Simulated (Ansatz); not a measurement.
Consider the ligand exchange at the Si–O bond: `[SiH3]OB1N[SiH2]1` + `NC(O)(O)F` → `OC(O)(F)N[SiH3]` + `OB1N[SiH2]1`.

Program: Ansatz. Geometries: PBE0-D4/def2-TZVP. ΔE: electronic, gas phase. CCSD(T)/CBS adds triple-zeta CCSD(T) − MP2 to the extrapolated MP2 energy (def2 sets, frozen cores). DFT in def2-TZVPP. Each species was taken in one conformer, which may not be the lowest.

`[SiH3]OB1N[SiH2]1`:

Z-matrix (Å, degrees):
```
Si
O 1 1.651
H 1 1.483 2 108.4
H 1 1.483 2 108.1 3 118.7
H 1 1.484 2 110.4 3 -120.7
B 2 1.346 1 131.9 3 117.4
Si 6 1.933 2 161.9 1 0.6
N 6 1.387 2 136.7 1 -179.5
H 7 1.488 6 125.8 2 -88.9
H 7 1.488 6 125.8 2 88.8
H 8 1.009 6 139.1 2 0.0
```

`NC(O)(O)F`:

```xyz
9

N    -0.525    1.073   -0.173
C     0.149   -0.172   -0.112
O    -0.703   -1.238   -0.002
O     1.039   -0.220    0.932
F     0.850   -0.289   -1.299
H    -1.153    1.156    0.616
H    -1.059    1.137   -1.030
H    -0.175   -2.022    0.186
H     1.578    0.576    0.882
```

`OC(O)(F)N[SiH3]`:

Cartesian coordinates in Å:
```
O -0.131 2.183 0.436
C 0.317 0.876 0.434
O -0.136 0.138 1.506
F 1.682 1.023 0.560
N -0.039 0.167 -0.721
Si -0.219 -1.564 -0.762
H -1.077 2.148 0.265
H 0.225 0.534 2.307
H 0.219 0.657 -1.563
H -0.302 -1.883 -2.211
H -1.468 -1.992 -0.090
H 0.930 -2.286 -0.160
```

`OB1N[SiH2]1`:

```xyz
8

O    -1.124    1.749   -0.445
B    -0.361    0.660   -0.213
N    -0.356   -0.477    0.594
Si    1.106   -0.574   -0.380
H    -1.919    1.787    0.095
H    -0.910   -0.924    1.308
H     2.388   -0.504    0.371
H     1.175   -1.716   -1.330
```

```csv
level,ΔE (kJ/mol)
PBE-D4,49.4
r2SCAN-D4,55.4
PBE,51.1
PBE0,53.1
CCSD/def2-TZVPP,57.0
HF/def2-QZVPP,69.2
MP2/def2-QZVPP,54.9
MP2/CBS(def2),54.6
```

**Question.** What does CCSD(T)/CBS give? (Best estimate.)

**Answer.** Ansatz gave: +55.7 kJ/mol. The listed levels differ from it by -6.3, -0.3, -4.6, -2.6, 1.3, 13.5, -0.8, -1.1 kJ/mol.

Largest T1 diagnostic among the species: 0.013.

In def2-TZVPP, CCSD(T) changes the Hartree–Fock value by −12.8 kJ/mol (the triples alone add −1.4 kJ/mol) and MP2 by −13.8 kJ/mol.
